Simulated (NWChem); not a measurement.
System: C$_{2}$H$_{5}$FSi$_{2}$; SMILES F[SiH2][SiH2]C#C

The following NWChem deck was run.

```
start job
memory heap 200 mb stack 900 mb global 1100 mb
geometry units angstroms noautosym nocenter noautoz
  C     -1.123406    -2.763620    -0.202176
  C     -0.271384    -1.917443    -0.003556
  Si     0.971287    -0.599462     0.274488
  Si     0.096682     1.472431    -0.402026
  F     -1.147151     1.871195     0.574997
  H     -1.873787    -3.515288    -0.374383
  H      2.193983    -0.886151    -0.537688
  H      1.347961    -0.558997     1.718776
  H      1.132187     2.542688    -0.290225
  H     -0.409268     1.413166    -1.804084
end
basis spherical
  C library def2-svp
  Si library def2-svp
  F library def2-svp
  H library def2-svp
end
dft
  xc pbe0
  iterations 150
end
cosmo
  do_cosmo_smd true
  solvent dmf
end
task dft energy
```

All runs use the structure optimised with PBE0/def2-SVP. Solvent: N,N-dimethylformamide.

Level: PBE0/def2-SVP with SMD (1 M gas to 1 M solution), gas-phase geometry. Reactions with the solvent are ignored.

### Question
What results follow from this input? (PBE0/def2-SVP, SMD on the gas-phase geometry.) Quantities: solvation free energy (kcal/mol); cavity-dispersion-structure term (kcal/mol); dipole in solution (D).

### Answer
```
Property                                     Value
-------------------------------------------  -----
solvation free energy (kcal/mol)              -1.5
cavity-dispersion-structure term (kcal/mol)    2.9
dipole in solution (D)                        1.59
```
